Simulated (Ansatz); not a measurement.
This Ansatz (a first-principles code) input (MP2/aug-pcseg-3) gives -74.97172 Eh with 85 basis functions.

Ansatz 0.2 input:
```yaml
crystal:
  periodic: [false, false, false]
  atoms:
    - {symbol: O, position_ang: [0.00000000, 0.00000000, 0.00000000]}
basis:
  gaussian:
    orbitals: aug-pcseg-3
magnetization: {spin_polarized: true, initial_magnetization: 2}
correlation: {method: mp2, electrons: outside_noble_gas}
scf: {lower_state_search: full}
```

Change:
```diff
- orbitals: aug-pcseg-3
+ orbitals: aug-cc-pVQZ
```

**Question.** What does the run give now?

**Answer.** -74.97671 Eh (MP2/aug-cc-pVQZ, 80 functions), a change of -4.99 mEh.
